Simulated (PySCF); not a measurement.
1,1,2-trichloro-2-fluoroethene (C2Cl3F), SMILES C(Cl)(Cl)=C(F)Cl.

Coordinates come from a B3LYP-D3(BJ)/def2-SVP optimisation.

Computed with TDDFT-PBE/def2-SVPD (PySCF).

Vertical excitations. Isolated molecule, no solvent. State labels are in the subgroup Cs.

Computed lowest excited states:
```json
[
 {"state": "S1", "symmetry": "A\"", "energy (eV)": "4.85", "λ (nm)": "256", "f": "0.000", "main pairs": "HOMO→LUMO+1 97 %"},
 {"state": "S2", "symmetry": "A\"", "energy (eV)": "5.13", "λ (nm)": "242", "f": "0.000", "main pairs": "HOMO→LUMO+2 97 %"},
 {"state": "S3", "symmetry": "A'", "energy (eV)": "5.91", "λ (nm)": "210", "f": "0.303", "main pairs": "HOMO→LUMO 92 %"},
 {"state": "S4", "symmetry": "A\"", "energy (eV)": "6.00", "λ (nm)": "207", "f": "0.004", "main pairs": "HOMO→LUMO+3 98 %"},
 {"state": "S5", "symmetry": "A\"", "energy (eV)": "6.18", "λ (nm)": "201", "f": "0.000", "main pairs": "HOMO−1→LUMO 100 %"},
 {"state": "S6", "symmetry": "A'", "energy (eV)": "6.45", "λ (nm)": "192", "f": "0.028", "main pairs": "HOMO−1→LUMO+1 95 %"},
 {"state": "S7", "symmetry": "A\"", "energy (eV)": "6.64", "λ (nm)": "187", "f": "0.015", "main pairs": "HOMO→LUMO+4 98 %"},
 {"state": "S8", "symmetry": "A'", "energy (eV)": "6.74", "λ (nm)": "184", "f": "0.001", "main pairs": "HOMO−1→LUMO+2 69 %, HOMO−2→LUMO 28 %"},
 {"state": "S9", "symmetry": "A\"", "energy (eV)": "6.95", "λ (nm)": "178", "f": "0.000", "main pairs": "HOMO−2→LUMO+1 87 %"},
 {"state": "S10", "symmetry": "A\"", "energy (eV)": "6.98", "λ (nm)": "178", "f": "0.000", "main pairs": "HOMO−3→LUMO 89 %"},
 {"state": "T1", "symmetry": "A'", "energy (eV)": "3.77", "λ (nm)": "329", "f": "0", "main pairs": "HOMO→LUMO 99 %"},
 {"state": "T2", "symmetry": "A\"", "energy (eV)": "4.42", "λ (nm)": "281", "f": "0", "main pairs": "HOMO→LUMO+1 100 %"},
 {"state": "T3", "symmetry": "A\"", "energy (eV)": "4.68", "λ (nm)": "265", "f": "0", "main pairs": "HOMO→LUMO+2 100 %"},
 {"state": "T4", "symmetry": "A\"", "energy (eV)": "5.65", "λ (nm)": "220", "f": "0", "main pairs": "HOMO→LUMO+3 99 %"}
]
```
Triplets are in the Tamm–Dancoff approximation, which puts them higher than full response would, so one can lie above its singlet here.
